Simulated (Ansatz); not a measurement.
`[SiH3]N1BC1` + `[NH2][GeH3]` → `[SiH3][NH][GeH3]` + `B1CN1` at 600 K and 1 bar (ligand exchange at the Si–N bond).

Program: Ansatz. Geometries: PBE0-D4/def2-TZVP. ΔE: electronic, gas phase. CCSD(T)/CBS adds triple-zeta CCSD(T) − MP2 to the extrapolated MP2 energy (def2 sets, frozen cores). This one scheme is used for every species. For Ge outer-core shells are correlated without core-valence functions, which leaves a few kJ/mol of doubt a bond. Scalar relativity is left out up to krypton.

```tsv
species	CCSD(T)/CBS energy (Eh)	H − E (kJ/mol)	S (J/(mol·K))
`[SiH3]N1BC1`	-410.22623	236.4	392.0
`[NH2][GeH3]`	-2133.81884	167.5	333.3
`[SiH3][NH][GeH3]`	-2424.11992	226.9	430.3
`B1CN1`	-119.91915	176.3	306.2
```

H − E and S are ideal-gas, rigid-rotor, harmonic terms from PBE0-D4/def2-TZVP, for one conformer and one mirror image of each species. 1 Eh = 2625.50 kJ/mol, R = 8.31446 J/(mol·K).

Task: By hand: ΔE, ΔH, ΔS and ΔG.

Result: ΔE = (-2424.11992) + (-119.91915) − (-410.22623) − (-2133.81884) = 0.00600 Eh = 15.8 kJ/mol. Δ(H − E) = 226.9 + 176.3 − 236.4 − 167.5 = -0.7, so ΔH = 15.1 kJ/mol. ΔS = 430.3 + 306.2 − 392.0 − 333.3 = 11.2 J/(mol·K). ΔG = 15.1 − 600 × (11.2)/1000 = 8.4 kJ/mol.

Task: By hand: the equilibrium constant, and the temperature at which ΔG would vanish if ΔH and ΔS stayed fixed.

Result: log₁₀ K = −ΔG/(RT ln 10) = -0.7. ΔG = 0 at ΔH/ΔS = 1348 K, though so small a ΔS makes that figure unsure.

TΔS isn't small against ΔH here. A doubt of 5 kJ/mol in ΔE shifts log₁₀ K by 0.4 here. Other conformers and mirror images would add mixing entropy, several J/(mol·K) or more a flexible species. Modes under 60 cm⁻¹, often nearly free rotors, make the harmonic entropy too high. These are equilibria of isolated gas molecules and say nothing of rates. Largest T1 diagnostic: 0.013 (customary marks: 0.02 for closed shells, 0.045 for open ones).
